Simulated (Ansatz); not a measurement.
Reaction (cleavage of the Si–Si bond): `N[SiH2][SiH2]N` + H₂S → `N[SiH2]S` + `N[SiH3]`

Isolated molecules relaxed with PBE0-D4/def2-TZVP in Ansatz; ΔE leaves out vibrations. CCSD(T)/CBS is the MP2 limit (def2-TZVPP, def2-QZVPP) plus CCSD(T) − MP2 in def2-TZVPP, frozen cores. This one scheme is used for every species. Functionals use def2-TZVPP. HSE06 is defined as in plane-wave codes. Each species was taken in one conformer, which may not be the lowest.

```tsv
level	ΔE (kcal/mol)
PBE-D4	-14.8
HSE06	-16.6
```

Question: What does CCSD(T)/CBS give? (An estimate is asked.)

Answer: The calculation gave: -17.7 kcal/mol. The listed levels differ from it by 2.9, 1.1 kcal/mol.

Largest T1 diagnostic among the species: 0.011.

In def2-TZVPP, CCSD(T) changes the Hartree–Fock value by +3.9 kcal/mol (the triples alone add +0.3 kcal/mol) and MP2 by +1.7 kcal/mol. Leaving LDA and LC-ωPBE aside and taking each functional with its dispersion term where it has one, the values, not all of them listed here, spread over 3.7 kcal/mol, from B2PLYP to revPBE-D4. LDA lies +0.7 kcal/mol from PBE without D4. From PBE to PBE0 (25 % exact exchange), in def2-TZVPP and without D4, ΔE moves by −1.0 kcal/mol.
